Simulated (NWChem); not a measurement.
# hydrogen selenide (H2Se); SMILES [SeH2]

Program: NWChem. This build's default masses of Se (78.918 u) and Br (79.917 u) are each other's, which moves their modes by up to 0.6 %. Each level has its own optimisation; frequencies are unscaled.

For level PBE/def2-SVP:

```
Property                           Value
---------------------------------  -----
highest harmonic frequency (cm⁻¹)   2390
lowest (cm⁻¹)                       1021
```

How do the values read with level PBE0-D3(BJ)/def2-TZVP instead?


* **highest harmonic frequency (cm⁻¹)**: 2468
* **lowest (cm⁻¹)**: 1060
